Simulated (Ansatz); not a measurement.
Species: H₂SiO, charge 1, doublet. H2SiO+ (parent SMILES O=[SiH2], doublet).
B3LYP-D3(BJ)/def2-TZVP minimum from Ansatz (an electronic-structure program):
```
Si
O 1 1.6062
H 1 1.4716 2 115.14
H 1 1.4716 3 129.73 2 -180.00
```
Charge +1, spin multiplicity 2.

Total energies in cc-pV(D+d)Z, 11 correlated electrons, 6 frozen orbitals. Open shells are spin-unrestricted; no spin-orbit coupling. Correlated methods leave the cores frozen. No relativity. The spin of H2OSi+ (parent SMILES O=[SiH2], doublet) was assumed, and the state is the lowest solution found for it.

| method | program | energy (Eh) | minus CCSDTQ (mEh) |
|---|---|---|---|
| HF | Ansatz | -364.62574 | 257.75 |
| MP2 | Ansatz | -364.84528 | 38.21 |
| CCSD | Ansatz | -364.87586 | 7.64 |
| CCSD(T) | Ansatz | -364.88177 | 1.73 |
| CCSDT(Q) | Ansatz | -364.88355 | -0.05 |
| CCSDTQ | Ansatz | -364.88349 | 0.00 |

Rough core times of Ansatz's runs on a shared machine: CCSD(T) under 20 s, CCSDT(Q) 80 s, CCSDTQ 70 min.
